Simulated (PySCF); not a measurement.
C5H9O2, charge +1, singlet, at a GFN2-xTB geometry; M062X/STO-3G (PySCF).

Here is a job for PySCF.
```python
from pyscf import gto, scf, dft

mol = gto.Mole()
mol.atom = '''
    C     2.644581   -0.070071   -0.504247
    C     1.277715   -0.514308   -0.109717
    O     0.975004   -1.634554    0.193519
    C     0.263087    0.612178   -0.122362
    C    -1.021318    0.413757    0.100478
    C    -1.787907   -0.796792    0.404815
    O    -1.943103    1.608213   -0.017020
    H     3.008700    0.683759    0.192380
    H     2.623234    0.375016   -1.497820
    H     3.322873   -0.918754   -0.502056
    H     0.661898    1.590415   -0.347409
    H    -2.572270   -0.958897   -0.334428
    H    -2.241943   -0.747171    1.395130
    H    -1.104573   -1.647875    0.387818
    H    -1.485327    2.465785    0.112649
    H    -2.724741    1.499867    0.567944
'''
mol.basis = 'sto-3g'
mol.charge = 1
mol.spin = 0
mol.verbose = 4
mol.build()

mf = dft.RKS(mol)
mf.xc = 'm062x'
mf.kernel()
```

It wrote (shortened):

```
PySCF version 2.14.0

[INPUT] verbose = 4
[INPUT] num. atoms = 16
[INPUT] num. electrons = 54
[INPUT] charge = 1
[INPUT] spin (= nelec alpha-beta = 2S) = 0
[INPUT] symmetry False subgroup None
[INPUT] Mole.unit = angstrom
[INPUT] Symbol           X                Y                Z      unit          X                Y                Z       unit  Magmom
[INPUT]  1 C      2.644581000000  -0.070071000000  -0.504247000000 AA    4.997533804228  -0.132414999274  -0.952888729134 Bohr   0.0
[INPUT]  2 C      1.277715000000  -0.514308000000  -0.109717000000 AA    2.414531415249  -0.971901263673  -0.207335081209 Bohr   0.0
[INPUT]  3 O      0.975004000000  -1.634554000000   0.193519000000 AA    1.842490530355  -3.088859395812   0.365697909900 Bohr   0.0
[INPUT]  4 C      0.263087000000   0.612178000000  -0.122362000000 AA    0.497162376933   1.156848759484  -0.231230668054 Bohr   0.0
[INPUT]  5 C     -1.021318000000   0.413757000000   0.100478000000 AA   -1.930011306089   0.781887412122   0.189875901544 Bohr   0.0
[INPUT]  6 C     -1.787907000000  -0.796792000000   0.404815000000 AA   -3.378654566193  -1.505718658244   0.764989481116 Bohr   0.0
[INPUT]  7 O     -1.943103000000   1.608213000000  -0.017020000000 AA   -3.671932501821   3.039082119965  -0.032163138640 Bohr   0.0
[INPUT]  8 H      3.008700000000   0.683759000000   0.192380000000 AA    5.685618990979   1.292117245206   0.363545511844 Bohr   0.0
[INPUT]  9 H      2.623234000000   0.375016000000  -1.497820000000 AA    4.957193820647   0.708677532330  -2.830469583896 Bohr   0.0
[INPUT] 10 H      3.322873000000  -0.918754000000  -0.502056000000 AA    6.279319916712  -1.736193435849  -0.948748339195 Bohr   0.0
[INPUT] 11 H      0.661898000000   1.590415000000  -0.347409000000 AA    1.250805942397   3.005448774400  -0.656507863209 Bohr   0.0
[INPUT] 12 H     -2.572270000000  -0.958897000000  -0.334428000000 AA   -4.860885818435  -1.812052711667  -0.631977328386 Bohr   0.0
[INPUT] 13 H     -2.241943000000  -0.747171000000   1.395130000000 AA   -4.236658256886  -1.411948558217   2.636413608164 Bohr   0.0
[INPUT] 14 H     -1.104573000000  -1.647875000000   0.387818000000 AA   -2.087340454589  -3.114032437518   0.732869806177 Bohr   0.0
[INPUT] 15 H     -1.485327000000   2.465785000000   0.112649000000 AA   -2.806861235422   4.659658332061   0.212875758206 Bohr   0.0
[INPUT] 16 H     -2.724741000000   1.499867000000   0.567944000000 AA   -5.149014250374   2.834337853273   1.073258614090 Bohr   0.0

nuclear repulsion = 302.967218605236
number of shells = 30
number of NR pGTOs = 132
number of NR cGTOs = 44
basis = sto-3g
ecp = {}

******** <class 'pyscf.dft.rks.RKS'> ********
method = RKS
initial guess = minao
damping factor = 0
level_shift factor = 0
DIIS = <class 'pyscf.scf.diis.CDIIS'>
diis_start_cycle = 1
diis_space = 8
diis_damp = 0
SCF conv_tol = 1e-09
SCF conv_tol_grad = None
SCF max_cycles = 50
direct_scf = True
direct_scf_tol = 1e-13
XC library pyscf.dft.libxc version 7.1.2
    S. Lehtola, C. Steigemann, M. J. T. Oliveira, and M. A. L. Marques,  SoftwareX 7, 1–5 (2018)
XC functionals = m062x
    Y. Zhao and D. G. Truhlar,  Theor. Chem. Acc. 120, 215 (2008)
    Y. Zhao and D. G. Truhlar,  Theor. Chem. Acc. 120, 215 (2008)
radial grids:
    Treutler-Ahlrichs [JCP 102, 346 (1995); DOI:10.1063/1.469408] (M4) radial grids

becke partition: Becke, JCP 88, 2547 (1988); DOI:10.1063/1.454033
pruning grids: <function nwchem_prune>
grids dens level: 3
symmetrized grids: False
atomic radii adjust function: <function treutler_atomic_radii_adjust>
small_rho_cutoff = 0
Set gradient conv threshold to 3.16228e-05
Initial guess from minao.
tot grids = 187032
init E= -343.252792534296
  HOMO = -0.270974321774815  LUMO = -0.03377112281602  gap/eV = 6.45463
cycle= 1 E= -341.436889607512  delta_E= 1.82  |g|= 0.74  |ddm|= 4.98
  HOMO = -0.182434789365813  LUMO = -0.124727495240292  gap/eV = 1.57030
cycle= 2 E= -341.019801089902  delta_E= 0.417  |g|= 1.51  |ddm|= 2.84
  HOMO = -0.368142684157216  LUMO = -0.106281693381307  gap/eV = 7.12560
cycle= 3 E= -341.650521285555  delta_E= -0.631  |g|= 0.114  |ddm|= 1.97
  HOMO = -0.380973686761627  LUMO = -0.0976303866746019  gap/eV = 7.71016
cycle= 4 E= -341.654181666794  delta_E= -0.00366  |g|= 0.0516  |ddm|= 0.184
  HOMO = -0.394377378806424  LUMO = -0.0956937250384341  gap/eV = 8.12760
cycle= 5 E= -341.65508123431  delta_E= -0.0009  |g|= 0.0142  |ddm|= 0.0856
  HOMO = -0.397122294428676  LUMO = -0.095665908383779  gap/eV = 8.20305
cycle= 6 E= -341.655137045512  delta_E= -5.58e-05  |g|= 0.00846  |ddm|= 0.028
  HOMO = -0.397422010796903  LUMO = -0.0958185154948245  gap/eV = 8.20705
cycle= 7 E= -341.655158521134  delta_E= -2.15e-05  |g|= 0.00157  |ddm|= 0.0125
  HOMO = -0.397370549819806  LUMO = -0.0958656910383477  gap/eV = 8.20437
cycle= 8 E= -341.65515924203  delta_E= -7.21e-07  |g|= 0.000277  |ddm|= 0.00222
  HOMO = -0.39739098613268  LUMO = -0.0958036889402375  gap/eV = 8.20661
cycle= 9 E= -341.655159267359  delta_E= -2.53e-08  |g|= 3.83e-05  |ddm|= 0.000476
  HOMO = -0.397417080358248  LUMO = -0.0958158920056502  gap/eV = 8.20699
cycle= 10 E= -341.655159267914  delta_E= -5.56e-10  |g|= 9.35e-06  |ddm|= 7.85e-05
  HOMO = -0.397412001587279  LUMO = -0.0958131380851405  gap/eV = 8.20692
Extra cycle  E= -341.655159267946  delta_E= -3.21e-11  |g|= 7.61e-06  |ddm|= 2.69e-05
converged SCF energy = -341.655159267946
```
